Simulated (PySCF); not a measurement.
# KO₂: calculation against measurement

Isolated KO₂, optimised in PySCF with density fitting and no spin–orbit coupling; def2 sets carry scalar-relativistic core potentials from Rb on. It is a doublet of C2v symmetry: PBE0/def2-TZVP K–O 2.420 Å (×2), O–O 1.323 Å, K–O–O 74.1° (×2), O–K–O 31.7°.

Measured fundamentals (Jacox, Vibrational and Electronic Energy Levels of Polyatomic Transient Molecules, as compiled in the NIST Chemistry WebBook) beside computed harmonic wavenumbers, in cm⁻¹:

```json
{"mode as compiled": "a1 oo stretch", "computed symmetry": "a1", "measured": "1108", "medium": "argon matrix", "PBE0/def2-TZVP": "1248"}
{"mode as compiled": "a1 oko s-stretch", "computed symmetry": "a1", "measured": "307.5", "medium": "argon matrix", "PBE0/def2-TZVP": "334"}
```

Q: How close does the calculation come?

A: Mean absolute differences: PBE0/def2-TZVP 10.5 %. The mean ratio of measured to computed values at PBE0/def2-TZVP is 0.905. Harmonic values should lie a little above fundamentals; matrices shift bands further, usually down by up to a few per cent.
